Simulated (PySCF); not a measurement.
## How the method moves the HOMO and LUMO of `S[SiH2]C(Cl)(Cl)Cl`

Species: CH3Cl3SSi.
Z-matrix (Å and degrees, PBE0-D3(BJ)/def2-SVP geometry), rows numbered from 1:
```
S 
Si  1  2.1288
C   2  1.9227  1  110.98
Cl  3  1.7826  2  107.31  1   179.95
Cl  3  1.7859  2  108.60  1    61.51
Cl  3  1.7708  2  110.92  1   -59.63
H   1  1.3524  2   93.74  3   -63.61
H   2  1.4880  1  113.00  3   118.11
H   2  1.4854  1  106.99  3  -117.30
```

Basis pcSseg-2 throughout (PySCF), one geometry. Isolated species at its PBE0-D3(BJ)/def2-SVP geometry (one conformer only).

How do the orbital energies, the gap and the dipole change with the method?

```tsv
method	kind	HOMO (eV)	LUMO (eV)	gap (eV)	μ (D)	SCF cycles
B97-2	global hybrid	-7.71	-1.20	6.51	1.09	13
PBE0	global hybrid	-7.96	-1.12	6.84	1.09	12
mPW1PW91	global hybrid	-7.98	-1.14	6.85	1.10	12
BHandHLYP	global hybrid	-9.05	0.01	9.06	1.19	13
CAM-B3LYP	range-separated hybrid	-9.28	0.06	9.34	1.14	13
wB97X-D	range-separated hybrid	-9.82	0.70	10.52	1.14	14
LC-wPBE	range-separated hybrid	-10.68	1.31	11.99	1.17	14
```

The HOMO spans 2.97 eV, from B97-2 down to LC-wPBE, and the gap runs from 6.51 eV (B97-2) to 11.99 eV (LC-wPBE). Over the methods B97-2 (21 %), PBE0 (25 %), mPW1PW91 (25 %), BHandHLYP (50 %), a straight line through the gap against the share of exact exchange rises by 0.88 eV for each 10 % (correlation coefficient 1.000). The dipole ranges from 1.09 D (B97-2) to 1.19 D (BHandHLYP). This basis has no diffuse functions.
